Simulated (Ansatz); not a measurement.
One change: `[BH2][AlH][N](C)[SiH3]` becomes `CN([SiH3])[SiH3]`.

Ansatz, PBE0-D4/def2-TZVP geometries, multiplicity 1. Each molecule was computed in one conformer, which needn't be the lowest.

| property | `[BH2][AlH][N](C)[SiH3]` |
| --- | --- |
| LUMO energy (PBE/def2-TZVPP) / eV | -3.48 |
| HOMO–LUMO gap (B3LYP/def2-TZVPP) / eV | 4.32 |
| LUMO energy (ωB97M-V/def2-TZVPP) / eV | -0.48 |
| HOMO–LUMO gap (PBE0/def2-TZVPP) / eV | 4.71 |
| LUMO energy (B3LYP/def2-TZVPP) / eV | -2.62 |
| HOMO energy (PBE/def2-TZVPP) / eV | -5.93 |

Give the same properties after the change, and the shifts. (An estimate is asked.)

Ansatz gave: 
```json
{"property": "LUMO energy (PBE/def2-TZVPP) / eV", "`CN([SiH3])[SiH3]`": "-0.76", "shift": "2.72"}
{"property": "HOMO–LUMO gap (B3LYP/def2-TZVPP) / eV", "`CN([SiH3])[SiH3]`": "6.78", "shift": "2.46"}
{"property": "LUMO energy (ωB97M-V/def2-TZVPP) / eV", "`CN([SiH3])[SiH3]`": "1.76", "shift": "2.24"}
{"property": "HOMO–LUMO gap (PBE0/def2-TZVPP) / eV", "`CN([SiH3])[SiH3]`": "7.18", "shift": "2.47"}
{"property": "LUMO energy (B3LYP/def2-TZVPP) / eV", "`CN([SiH3])[SiH3]`": "-0.09", "shift": "2.53"}
{"property": "HOMO energy (PBE/def2-TZVPP) / eV", "`CN([SiH3])[SiH3]`": "-5.80", "shift": "0.13"}
```

With PBE0 the HOMO rises by 0.07 eV and the LUMO rises by 2.54 eV, so the gap widens by about 2.47 eV. PBE moves the HOMO by 0.13 eV and ωB97M-V by 0.08 eV.

B3LYP here is the variant with VWN-RPA as its local correlation; programs differ in this.
